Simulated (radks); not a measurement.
Results of a calculation; reference values are marked as such.
Question: Ionisation of Cr2+, [Ar] 3d4, to Cr3+, [Ar] 3d3, under several functionals. Scalar-relativistic Kohn-Sham, spin-polarised, spherical densities, finite nucleus; open shells are filled with parallel spins first; a radial shooting solver on a logarithmic mesh with Libxc functionals. Known Delta-SCF values: exchange-only PBE 31.143 eV. What does XLYP give, and what is its highest occupied eigenvalue?

Answer: 31.961 eV by Delta-SCF; the 3d eigenvalue is -24.030 eV. NIST: 30.96 eV (measured).
